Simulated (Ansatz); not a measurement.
Ideal-gas functions of C2H3AlF2O, SMILES `FC1(F)O[CH]1[AlH2]` at 500 K and 1 bar, from an Ansatz frequency run at PBE0-D4/def2-TZVP.

Molar mass 108.02 g/mol, point group C1 (symmetry number 1), electronic degeneracy 1, moments of inertia 84.258, 270.192, 296.231 u Å². Harmonic wavenumbers (cm⁻¹, unscaled): 81, 118, 144, 320, 466, 503, 522, 563, 631, 682, 735, 770, 923, 1031, 1135, 1230, 1264, 1498, 1942, 1970, 3120.

Use S(trans) = R[1.5 ln M + 2.5 ln T − 1.1517]; rotational temperatures θ = 24.2544 K / I; S(rot) = R[ln(√π/σ · √(T³/θAθBθC)) + 1.5]; for each mode x = 1.438777 ν̃/T, S = R[x/(eˣ − 1) − ln(1 − e⁻ˣ)] and H = RT x/(eˣ − 1); 1 cm⁻¹ = 0.0119627 kJ/mol; R = 8.31446 J/(mol·K).

By hand: the entropy, in J/(mol·K).

Translation 178.0. Rotation: θ = 0.2879, 0.0898, 0.0819 K, giving 120.3. Vibration, mode by mode: 20.44, 17.33, 15.70, 9.29, 6.47, 5.93, 5.67, 5.16, 4.41, 3.93, 3.48, 3.22, 2.27, 1.78, 1.40, 1.12, 1.04, 0.60, 0.21, 0.19, 0.01, in all 109.7. Electronic 0.0. Sum 408.0 J/(mol·K).

By hand: H − E and G − E in kJ/mol, counted from the electronic energy.

Zero-point energy ½ × 19648 × 0.0119627 = 117.5; thermal vibration 28.8; translation, rotation and pV give 4 RT = 16.6. H − E = 162.9 kJ/mol, and G − E = 162.9 − 500 × 408.0/1000 = -41.1 kJ/mol.

Vibration gives 27 % of the entropy, 53.5 J/(mol·K) of it from the modes under 150 cm⁻¹: soft modes count most, and the harmonic formula is weakest for them. The sum counts one conformer and one mirror image; others add a mixing term.
